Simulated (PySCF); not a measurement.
H2Cl3NTi, triplet, geometry from GFN2-xTB (such geometries of metal compounds can be far from the true shape) (the multiplicity is a formal guess); DF-M062X/aug-cc-pVDZ (PySCF).

PySCF was given this input:
```python
from pyscf import gto, scf, dft

mol = gto.M(
    atom='''
Ti   -0.07744318   -0.27658050   -0.06569635
Cl    1.95596610    0.21157410   -0.70732681
Cl    0.10582861   -0.03461224    2.11600214
Cl   -1.24759649    1.16831327   -1.24564679
N    -1.25233493   -1.77257245   -0.14770135
H    -1.19515783   -2.69777045   -0.57479415
H    -2.17611767   -1.67912884    0.28253795
''',
    basis='aug-cc-pvdz',
    spin=2,
    verbose=4,
)

mf = dft.UKS(mol)
mf.xc = 'm062x'
mf = mf.density_fit(auxbasis='def2-universal-jkfit')
mf.kernel()
mf.analyze()
```

It wrote (shortened):

```
PySCF version 2.14.0

[INPUT] verbose = 4
[INPUT] num. atoms = 7
[INPUT] num. electrons = 82
[INPUT] charge = 0
[INPUT] spin (= nelec alpha-beta = 2S) = 2
[INPUT] symmetry False subgroup None
[INPUT] Mole.unit = angstrom
[INPUT] Symbol           X                Y                Z      unit          X                Y                Z       unit  Magmom
[...]
nuclear repulsion = 530.250671897672
number of shells = 53
number of NR pGTOs = 345
number of NR cGTOs = 181
basis = aug-cc-pvdz
ecp = {}

******** <class 'pyscf.df.df_jk.DFUKS'> ********
method = DFUKS
initial guess = minao
damping factor = 0
level_shift factor = 0
DIIS = <class 'pyscf.scf.diis.CDIIS'>
diis_start_cycle = 1
diis_space = 8
diis_damp = 0
SCF conv_tol = 1e-09
SCF conv_tol_grad = None
SCF max_cycles = 50
direct_scf = False
number electrons alpha = 42  beta = 40
XC library pyscf.dft.libxc version 7.1.2
    S. Lehtola, C. Steigemann, M. J. T. Oliveira, and M. A. L. Marques,  SoftwareX 7, 1–5 (2018)
XC functionals = m062x
    Y. Zhao and D. G. Truhlar,  Theor. Chem. Acc. 120, 215 (2008)
    Y. Zhao and D. G. Truhlar,  Theor. Chem. Acc. 120, 215 (2008)
radial grids:
    Treutler-Ahlrichs [JCP 102, 346 (1995); DOI:10.1063/1.469408] (M4) radial grids

becke partition: Becke, JCP 88, 2547 (1988); DOI:10.1063/1.454033
pruning grids: <function nwchem_prune>
grids dens level: 3
symmetrized grids: False
atomic radii adjust function: <function treutler_atomic_radii_adjust>
small_rho_cutoff = 0
Set gradient conv threshold to 3.16228e-05
tot grids = 111064
******** <class 'pyscf.df.df.DF'> ********
auxbasis = def2-universal-jkfit
init E= -2286.193763622

cycle= 1 E= -2285.93160412618  delta_E= 0.262  |g|= 0.464  |ddm|= 3.16
cycle= 2 E= -2285.24941619779  delta_E= 0.682  |g|= 1.43  |ddm|= 20.8
cycle= 3 E= -2286.0753359037  delta_E= -0.826  |g|= 0.0971  |ddm|= 14.5
cycle= 4 E= -2286.081742786  delta_E= -0.00641  |g|= 0.0557  |ddm|= 0.372
cycle= 5 E= -2286.08361195323  delta_E= -0.00187  |g|= 0.0158  |ddm|= 1.04
cycle= 6 E= -2286.08403300382  delta_E= -0.000421  |g|= 0.00945  |ddm|= 0.218
cycle= 7 E= -2286.08418170713  delta_E= -0.000149  |g|= 0.00386  |ddm|= 0.0919
cycle= 8 E= -2286.08425481948  delta_E= -7.31e-05  |g|= 0.00286  |ddm|= 0.0439
cycle= 9 E= -2286.08430580393  delta_E= -5.1e-05  |g|= 0.00227  |ddm|= 0.0294
cycle= 10 E= -2286.08437258652  delta_E= -6.68e-05  |g|= 0.00164  |ddm|= 0.0335
cycle= 11 E= -2286.08442355548  delta_E= -5.1e-05  |g|= 0.0012  |ddm|= 0.0392
[...]
converged SCF energy = -2286.08445141329  <S^2> = 2.0096829  2S+1 = 3.0064483
Total Energy =                       -2286.084451413288207
[...]
spin_pop of  3 Cl 4dxz      0.00002
spin_pop of  3 Cl 4dx2-y2   -0.00014
spin_pop of  4 N 1s       -0.00000
spin_pop of  4 N 2s        0.02222
spin_pop of  4 N 3s       -0.00017
spin_pop of  4 N 4s       -0.00008
spin_pop of  4 N 2px       0.13148
spin_pop of  4 N 2py       0.13227
spin_pop of  4 N 2pz       0.63926
spin_pop of  4 N 3px       0.00011
spin_pop of  4 N 3py       0.00004
spin_pop of  4 N 3pz       0.00087
spin_pop of  4 N 4px      -0.00001
spin_pop of  4 N 4py      -0.00000
spin_pop of  4 N 4pz      -0.00007
spin_pop of  4 N 3dxy     -0.00006
spin_pop of  4 N 3dyz     -0.00013
spin_pop of  4 N 3dz^2    -0.00029
spin_pop of  4 N 3dxz     -0.00007
spin_pop of  4 N 3dx2-y2    0.00043
spin_pop of  4 N 4dxy     -0.00002
spin_pop of  4 N 4dyz     -0.00001
spin_pop of  4 N 4dz^2    -0.00002
spin_pop of  4 N 4dxz     -0.00002
spin_pop of  4 N 4dx2-y2    0.00006
spin_pop of  5 H 1s       -0.02180
spin_pop of  5 H 2s       -0.00002
spin_pop of  5 H 3s        0.00015
spin_pop of  5 H 2px       0.00008
spin_pop of  5 H 2py       0.00000
spin_pop of  5 H 2pz       0.00076
spin_pop of  5 H 3px       0.00003
spin_pop of  5 H 3py       0.00005
spin_pop of  5 H 3pz      -0.00006
spin_pop of  6 H 1s       -0.01528
spin_pop of  6 H 2s       -0.00011
spin_pop of  6 H 3s        0.00013
spin_pop of  6 H 2px      -0.00003
spin_pop of  6 H 2py       0.00004
spin_pop of  6 H 2pz       0.00042
spin_pop of  6 H 3px      -0.00004
spin_pop of  6 H 3py      -0.00001
spin_pop of  6 H 3pz      -0.00018
 ** Mulliken Spin Density (per atom)  **
spin density of  0 Ti =      0.95364
spin density of  1 Cl =     -0.00733
spin density of  2 Cl =      0.07461
spin density of  3 Cl =      0.08917
spin density of  4 N =      0.92579
spin density of  5 H =     -0.02082
spin density of  6 H =     -0.01507
 ** Mulliken pop alpha/beta on meta-lowdin orthogonal AOs **
 ** Mulliken pop       alpha | beta **
In total            42.00000 | 40.00000
 ** Mulliken atomic charges   ( Nelec_alpha | Nelec_beta ) **
charge of  0Ti =      1.18618  (    10.88373      9.93009 )
charge of  1Cl =     -0.47457  (     8.73362      8.74095 )
charge of  2Cl =     -0.45672  (     8.76567      8.69105 )
charge of  3Cl =     -0.45005  (     8.76961      8.68044 )
charge of  4N =     -0.34994  (     4.13786      3.21207 )
charge of  5H =      0.27234  (     0.35342      0.37424 )
charge of  6H =      0.27276  (     0.35608      0.37115 )
Dipole moment(X, Y, Z, Debye): -4.26440, -6.00292, -0.57769
```
